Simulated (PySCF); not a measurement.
C₂F₅, SMILES C(F)([C](F)F)(F)F (connectivity only; charge and spin as stated), charge +1, multiplicity 1. Atoms are numbered in the order given.

```xyz
7

F      1.5241    -0.0155    -1.0521
C      0.8873    -0.0282     0.0000
F      1.5241    -0.0155     1.0521
C     -0.6922    -0.0072     0.0000
F     -0.9960     1.2657     0.0000
F     -1.0911    -0.6055     1.0803
F     -1.0911    -0.6055    -1.0803
```
Charge +1, spin multiplicity 1.

Geometry: PBE0-D3(BJ)/def2-SVP. The multiplicity is an assumed one; no other spin state was optimised. The isomer is the one that the SMILES or the coordinates give; other isomers of the formula were not compared.

These are PBE0-D3(BJ)/def2-SVP (PySCF 2.14.0) values and carry that method's errors.

Harmonic, unscaled wavenumbers; measured fundamentals usually lie a few per cent lower.

```tsv
mode	ν (cm⁻¹)	IR (km/mol)	Raman (Å⁴/amu)	depolarisation	moving atoms (share of kinetic energy)
1	19	0.0	0.2	0.75	F 100 %
2	192	4.8	0.0	–	F 91 %, C 9 %
3	202	5.0	0.0	–	F 96 %
4	349	0.1	1.4	0.39	F 93 %
5	414	3.9	1.4	0.75	F 91 %, C 9 %
6	526	13.2	0.8	0.75	F 85 %, C 15 %
7	602	2.0	1.2	0.75	F 87 %, C 13 %
8	712	62.6	0.3	0.60	F 76 %, C 24 %
9	776	18.8	0.8	0.73	C 76 %, F 24 %
10	843	6.1	4.9	0.04	F 82 %, C 18 %
11	1159	262.2	1.1	0.11	C 62 %, F 38 %
12	1338	283.9	3.9	0.58	C 72 %, F 28 %
13	1400	281.3	0.8	0.75	C 75 %, F 25 %
14	1559	79.6	6.6	0.07	C 70 %, F 30 %
15	1694	377.8	1.0	0.75	C 72 %, F 28 %
```
